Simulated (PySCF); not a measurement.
These 2 structures share the formula CH6NPSi. Method used: PBE0-D3(BJ)/def2-SVP geometry optimisation, gas phase in PySCF 2.14.0. One conformer each; no zero-point energy, no entropy. No frequencies were run at this level. Point groups hold within 0.08 Å.

Task: Rank from lowest to highest electronic energy at this level (kcal/mol).
A. `[H]/[N:1]=[CH:2]\[SiH2:3][PH2:4]` with N1–C2–Si3–P4 107°, C2–Si3–P4–H 52° and -42°
B. `[CH2:1]=[N:2][SiH2:3][PH2:4]` with C1–N2–Si3–P4 121°, N2–Si3–P4–H -75° and -168°

Result: B (0.0), A (8.7).

As drawn, the higher has an N–H bond and an Si–C bond, which the lower lacks.

```csv
SMILES,E (Eh),E rel (kcal/mol),dipole (D),point group,"A, B, C (MHz)"
C=N[SiH2]P,-726.66630,0.0,2.17,C1,"10620, 2179, 1949"
[H]/N=C\[SiH2]P,-726.65247,8.7,0.88,C1,"9733, 2032, 1839"
```

Task: How do the relative energies change in single points at PBE0/pcSseg-1 (no added dispersion term) on the same geometries?

Result: 
| SMILES | PBE0-D3(BJ)/def2-SVP (kcal/mol) | PBE0/pcSseg-1 (kcal/mol) | shift |
| --- | --- | --- | --- |
| C=N[SiH2]P | 0.0 | 0.0 | 0.0 |
| [H]/N=C\[SiH2]P | 8.7 | 8.6 | -0.1 |

Each column counts from its own lowest isomer. The order is unchanged; the largest shift is 0.1 kcal/mol.

Task: As an exercise, what shares would exp(−E/RT) give at 2000 K from these electronic energies alone (no entropy, no degeneracies)?

Result: RT = 3.974 kcal/mol: C=N[SiH2]P 89.9 %, [H]/N=C\[SiH2]P 10.1 %.
